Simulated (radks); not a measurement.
The nitrogen anion N3-, 10 electrons, occupied as [Ne]. All-electron calculation, non-relativistic Kohn-Sham, LDA (Slater exchange, Perdew-Wang correlation), spin-polarised, spherical densities, point nucleus; Watson sphere of charge +3 and radius 1.82 bohr. Program: a radial shooting solver on a logarithmic mesh with Libxc functionals.

Unscreened Slater integrals over Kohn-Sham orbitals (eV). They are taken over the spin-up orbitals.

\begin{tabular}{lr}
integral & value \\ \hline
F0(2p,2p) & 15.006 \\
F2(2p,2p) & 6.6285 \\
F0(2p,2s) & 16.017 \\
G1(2p,2s) & 9.7719 \\
F0(2p,1s) & 22.089 \\
G1(2p,1s) & 1.7043 \\
F0(2s,2s) & 17.234 \\
F0(2s,1s) & 24.575 \\
G0(2s,1s) & 1.5373 \\
F0(1s,1s) & 110.82 \\
\end{tabular}
